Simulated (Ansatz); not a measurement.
Total energies of `[CH3][Al]([CH3])[Cl]`.

| atom | x (Å) | y (Å) | z (Å) |
| --- | --- | --- | --- |
| C1 | 0.555 | 1.509 | -0.712 |
| Al2 | -0.362 | -0.183 | -0.450 |
| C3 | -0.217 | -1.322 | 1.117 |
| Cl4 | -1.633 | -0.865 | -1.995 |
| H5 | 0.309 | 1.974 | -1.668 |
| H6 | 0.302 | 2.214 | 0.086 |
| H7 | 1.641 | 1.370 | -0.671 |
| H8 | -1.199 | -1.472 | 1.578 |
| H9 | 0.454 | -0.910 | 1.874 |
| H10 | 0.150 | -2.315 | 0.841 |

Charge 0, multiplicity 1. Geometry: relaxed with PBE0-D4/def2-TZVP. Basis def2-TZVPP, Ansatz 0.2.0.

RPA on PBE orbitals: Hartree–Fock energy of these orbitals -780.75058 Eh, correlation -1.06966 Eh (frozen core).

```json
{"functional": "LDA (SPW92)", "energy without D4 (Eh)": "-779.27852", "D4 term (kJ/mol)": "–"}
{"functional": "PBE", "energy without D4 (Eh)": "-782.14944", "D4 term (kJ/mol)": "-17.2"}
{"functional": "r2SCAN", "energy without D4 (Eh)": "-782.48843", "D4 term (kJ/mol)": "-4.4"}
{"functional": "B3LYP", "energy without D4 (Eh)": "-782.64207", "D4 term (kJ/mol)": "-27.7"}
{"functional": "r2SCANh", "energy without D4 (Eh)": "-782.48294", "D4 term (kJ/mol)": "-4.7"}
{"functional": "BHLYP", "energy without D4 (Eh)": "-782.54708", "D4 term (kJ/mol)": "-22.5"}
{"functional": "CAM-B3LYP", "energy without D4 (Eh)": "-782.56699", "D4 term (kJ/mol)": "-15.1"}
{"functional": "ωB97X-V", "energy without D4 (Eh)": "-782.46478", "D4 term (kJ/mol)": "–"}
{"functional": "B2PLYP", "energy without D4 (Eh)": "-782.27095", "D4 term (kJ/mol)": "–"}
{"functional": "PBE-QIDH", "energy without D4 (Eh)": "-782.04823", "D4 term (kJ/mol)": "–"}
```

**Question.** Give the same for revPBE, BLYP, B97M-V, PBE0, r2SCAN0, HSE06 (plane-wave form), LC-ωPBE, ωB97M-V. (An estimate is asked.)

**Answer.** Ansatz gave: 
| functional | energy without D4 (Eh) | D4 term (kJ/mol) |
| --- | --- | --- |
| revPBE | -782.43088 | -48.1 |
| BLYP | -782.54379 | -36.8 |
| B97M-V | -782.42333 | – |
| PBE0 | -782.22837 | -14.7 |
| r2SCAN0 | -782.47545 | -5.2 |
| HSE06 (plane-wave form) | -782.20928 | -13.9 |
| LC-ωPBE | -782.34064 | – |
| ωB97M-V | -782.50514 | – |

B3LYP takes the VWN-RPA correlation (the form of Gaussian; ORCA's B3LYP/G). HSE06 is the plane-wave form, built on full-range PBE exchange. The double hybrids freeze the cores in their second-order part.

LC-ωPBE has ω = 0.4 bohr⁻¹.
